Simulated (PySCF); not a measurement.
C₂H₇BS.

```xyz
11

B      0.1521    -0.2273     0.2762
C      1.5706    -0.8607     0.0249
H      1.5486    -1.9455     0.2233
H      2.2806    -0.4372     0.7576
H      1.9852    -0.6963    -0.9799
C     -0.6522    -0.5296     1.5933
H     -1.0223    -1.5696     1.5362
H     -1.5193     0.1212     1.7759
H      0.0071    -0.4965     2.4763
S     -0.4930     0.8320    -1.0267
H     -1.6627     1.1894    -0.4515
```

Geometry: PBE0-D3(BJ)/def2-SVP. One conformer was computed; it need not be the lowest.

All values below come from PySCF with PBE/pcSseg-1. Non-relativistic, no solvent.

**Question.** Give the absolute GIAO shielding of each atom: isotropic value and principal components (ppm). (An estimate is asked for; the answer gives what the named calculation found.)

**Answer.** 
| atom | σ(iso) | σ11 | σ22 | σ33 | span |
|---|---|---|---|---|---|
| B1 | 20.8 | -28.9 | -22.5 | 113.9 | 142.8 |
| C2 | 168.6 | 149.3 | 174.8 | 181.7 | 32.4 |
| H3 | 30.4 | 26.8 | 28.9 | 35.4 | 8.6 |
| H4 | 30.5 | 27.1 | 28.4 | 36.0 | 8.8 |
| H5 | 30.2 | 26.3 | 29.7 | 34.7 | 8.5 |
| C6 | 162.9 | 151.1 | 154.5 | 183.0 | 31.8 |
| H7 | 30.2 | 27.1 | 28.4 | 35.1 | 8.0 |
| H8 | 30.5 | 26.7 | 30.0 | 34.7 | 8.1 |
| H9 | 30.0 | 26.3 | 29.0 | 34.8 | 8.5 |
| S10 | 447.7 | 238.4 | 488.1 | 616.7 | 378.3 |
| H11 | 27.9 | 23.1 | 25.8 | 34.8 | 11.7 |
